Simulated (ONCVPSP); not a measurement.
## xenon: from the effect back to the setting (ONCV)

Base potential:

* Element: xenon (Xe)
* Generator: ONCVPSP 4.0.1
* Type: optimised norm-conserving Vanderbilt (ONCV)
* Functional: LDA (Perdew-Wang 92)
* Relativity: non-relativistic
* Frozen core: [Ar] 3d10 4s2
* Valence charge: 24
* Reference configuration: 4p6 4d10 5s2 5p6
* Partial waves: 5s: rc 1.70 bohr, ncon 4, nbas 9, qcut 3.5 1/bohr, 2 projectors, debl 1.9 Ha; 4p+5p: rc 1.45 bohr, ncon 3, nbas 8, qcut 7.6 1/bohr, 2 projectors; 4d: rc 0.95 bohr, ncon 3, nbas 6, qcut 10.6 1/bohr, local; f scattering state at 0.04 Ha: rc 1.60 bohr, ncon 4, nbas 7, qcut 6.9 1/bohr, 2 projectors, debl 1.8 Ha
* Local potential: the d channel
* Core correction: polynomial model core, fcfact 0.5

Cutoffs, loose and tight: the cutoffs (Ha) at which the residual kinetic energy of the hardest occupied pseudo-wave falls to 1 and 0.1 mHa per electron. They do not see the model core or the augmentation charge, which bear on the density cutoff. Test errors are all-electron minus pseudo excitation energies from the reference, over the configurations 4p6 4d10 5s2 5p5; 4p6 4d10 5s2 5p4; 4p6 4d10 5s2 5p3; 4p6 4d10 5s2 5p5.5; variants that change the core or the reference have their own tests.

Only the scale of all radii but the core radius (base = 1) is moved (1 further runs of the sweep failed or gave no value and are left out):

```
scale of all radii but the core radius (base = 1)  cutoff, loose  cutoff, tight  bound ghosts  largest test error (meV)
                                             0.85          68 Ha         190 Ha             s                      -7.5
                                                1          56 Ha         132 Ha          s, p                       -12
                                             1.07          54 Ha         114 Ha             s                      -9.3
                                             1.15          51 Ha          75 Ha             s                      -7.9
                                             1.22          49 Ha          58 Ha             s                      -5.4
                                              1.3          47 Ha          53 Ha             s                      -1.0
```

Problem. One more run gave cutoff, loose: 59 Ha; cutoff, tight: 154 Ha; bound ghosts: s; largest test error (meV): -8.9. Which value of the scale of all radii but the core radius (base = 1) was used?

Solution. 0.92. The loose cutoff moves one way along this sweep, from 68 Ha at 0.85 to 47 Ha at 1.3, which places the run between 0.85 and 1.
